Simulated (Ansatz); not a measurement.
`[SiH3][InH2]` and `[F][InH][SiH3]` differ in one atom or group.

Ansatz, PBE0-D4/def2-TZVP geometries, multiplicity 1. 

Elements past krypton have def2 core potentials.

```
                                          property  `[SiH3][InH2]`
    size of the dipole moment (PBE/def2-TZVPP) / D            0.08
               HOMO–LUMO gap (PBE/def2-TZVPP) / eV            3.48
             HOMO energy (ωB97M-V/def2-TZVPP) / eV           -9.36
               LUMO energy (B3LYP/def2-TZVPP) / eV           -2.41
size of the dipole moment (ωB97M-V/def2-TZVPP) / D            0.12
                 LUMO energy (PBE/def2-TZVPP) / eV           -2.88
```

(1) Give the same properties after the change, and the shifts. (Best estimate.)

Answers

(1) Computed: 
| property | `[F][InH][SiH3]` | shift |
| --- | --- | --- |
| size of the dipole moment (PBE/def2-TZVPP) / D | 2.96 | 2.88 |
| HOMO–LUMO gap (PBE/def2-TZVPP) / eV | 3.99 | 0.51 |
| HOMO energy (ωB97M-V/def2-TZVPP) / eV | -9.91 | -0.55 |
| LUMO energy (B3LYP/def2-TZVPP) / eV | -2.32 | 0.09 |
| size of the dipole moment (ωB97M-V/def2-TZVPP) / D | 3.17 | 3.05 |
| LUMO energy (PBE/def2-TZVPP) / eV | -2.75 | 0.13 |

With PBE0 the HOMO falls by 0.52 eV and the LUMO rises by 0.09 eV, so the gap widens by about 0.61 eV. PBE moves the HOMO by -0.38 eV and ωB97M-V by -0.55 eV. Dipoles are sizes alone; their direction can turn.

B3LYP here is the variant with VWN-RPA as its local correlation; programs differ in this.
